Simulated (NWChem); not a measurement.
ZnNH₂Br; SMILES [NH2][Zn][Br]

```xyz
5

Zn     0.1652    -0.7911    -0.0018
Br    -0.1414     1.4252     0.0040
N      0.5605    -2.5660    -0.0067
H      0.3035    -3.0796    -0.8469
H      0.2236    -3.1049     0.7883
```
Atoms are numbered in this order, from 1.

Level: PBE0/def2-SVP (NWChem), optimised geometry, unscaled harmonic frequencies. This build's default masses of Se (78.918 u) and Br (79.917 u) are each other's, which moves their modes by up to 0.6 %.

Q: List the harmonic frequencies with IR intensities, and the thermochemistry.

A: 
```tsv
frequency (cm⁻¹)	IR intensity (km/mol)
112	2.6
118	8.9
297	10.5
428	169.1
688	44.2
751	26.9
1536	8.6
3566	10.6
3658	14.7
```

```json
{
 "zero_point_energy": "15.9 kcal/mol",
 "thermal correction to the enthalpy at 298.15 K (with zero-point energy)": "19.8 kcal/mol",
 "heat capacity Cv": "14.6 cal/(mol K)",
 "entropy at 298.15 K and 1 atm (symmetry number 1)": "73.9 cal/(mol K)",
 "dipole_moment": "2.42 D"
}
```

Rigid rotor and harmonic oscillator.
